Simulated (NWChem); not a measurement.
# CaCl cation; SMILES [Cl][Ca+]

```xyz
2

Ca     0.0000     0.0000    -1.0670
Cl     0.0000     0.0000     1.2545
```
Atoms are numbered in this order, from 1.

Coordinates come from a PBE0/def2-SVP optimisation.

**Question.** List the 4 lowest vertical singlet excitations from B3LYP/def2-SVPD, full TDDFT (NWChem).

**Answer.** 
```tsv
state	energy (eV)	oscillator strength	leading excitation (squared amplitude)
S1	4.17	0.010	HOMO → LUMO (0.99)
S2	4.17	0.010	HOMO−1 → LUMO (0.99)
S3	4.80	0.023	HOMO−2 → LUMO (0.98)
S4	5.20	0.000	HOMO → LUMO+1 (0.48)
```
